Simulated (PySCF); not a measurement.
# Does the structure fit the spectrum?

A compound C$_{5}$H$_{3}$NO gives the data below (simulated from a calculation) and was assigned the structure `N#Cc1ccco1`.

13C{1H} NMR (computed): δ 156.9 (CH), 149.6 (CH), 119.6 (CH), 118.6 (C), 106.1 (C).

1H NMR (400 MHz, computed): δ 7.96 (m, 1H), 7.54 (m, 1H), 6.83 (m, 1H).

[PySCF: PBE0-D3(BJ)/def2-TZVP structure; GIAO B97-2/pcSseg-2 shieldings; single conformer; isolated molecule; no relativistic terms]

δ = σ(ref) − σ, references computed at the same level: 1H (σref 31.64) and 13C (σref 185.38) vs TMS.

(1) Compare with the shifts computed for the proposed structure, pairing carbons in order of shift.

(2) Which isomer fits?

## Answers

(1) Atoms are numbered as in `[N:1]#[C:2][c:3]1[cH:4][cH:5][cH:6][o:7]1`. Hydrogens are named by the atom that carries them.

```tsv
atom	computed for proposal	given list	difference
C6	153.2	156.9	-3.7
C3	134.5	149.6	-15.1
C4	129.3	119.6	+9.7
C2	117.6	118.6	-1.0
C5	117.4	106.1	+11.3
```

The rms difference is 9.6 ppm and the largest -15.1 ppm at C3 (substituted aromatic carbon next to the ring oxygen). The carbon types in order of shift don't match either: CH, C, CH, C, CH for the proposal against CH, CH, CH, C, C in the data. The proposal doesn't fit.

(2) `InChI=1S/C5H3NO/c6-3-5-1-2-7-4-5/h1-2,4H`.

1. Carbon types of the structure: 2 × C, 3 × CH, which accounts for all hydrogens.
2. δC 156.9, 149.6: aromatic CH next to the ring oxygen.
3. δC 119.6: aromatic CH.
4. δC 118.6: nitrile carbon; this is the usual window of a C≡N carbon, which has no attached hydrogen.
5. δC 106.1: substituted aromatic carbon.

This is the structure that produced the data.

Shifts are as computed. Against solution values, carbons near 30 ppm lie about +3 ppm off and those near 130 ppm about +7 ppm. Of 1211 compounds with measured shifts, 218 miss one by over three times the rms of a fit or turn the order of signals round; such compounds aren't used in these exercises. Multiplicities follow the n + 1 count of equivalent neighbours, as no J values were calculated; m marks all less simple cases, F and P coupling included.
